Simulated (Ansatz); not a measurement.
Cartesian coordinates in Å:
```
O 1.263 -2.503 1.179
Si 0.263 -1.670 0.186
F 0.766 -1.793 -1.332
Si 0.176 0.623 0.671
Si -0.969 1.788 -1.003
H 2.133 -2.144 1.359
H -1.042 -2.363 0.274
H -0.498 0.811 1.987
H 1.570 1.144 0.789
H -1.095 3.228 -0.653
H -2.331 1.214 -1.166
H -0.236 1.663 -2.291
```

Total charge 0; spin multiplicity 1.

(1) List the ωB97M-V/def2-TZVPP orbital energies in eV (Ansatz). (Best estimate.)

Results:

(1) Computed: Occupied: -1808.26, -1807.01, -1806.88, -677.39, -526.57, -149.16, -148.12, -148.03, -103.32, -103.28, -103.25, -102.23, -102.22, -102.22, -102.13, -102.13, -102.13, -35.94, -31.31, -19.29, -18.54, -17.10, -16.64, -15.42, -15.14, -14.04, -13.27, -12.67, -12.62, -12.33, -11.93, -10.88, -9.93. Lowest empty: 1.16, 1.50, 1.85, 2.19, 2.24, 2.72, 2.98, 3.62.
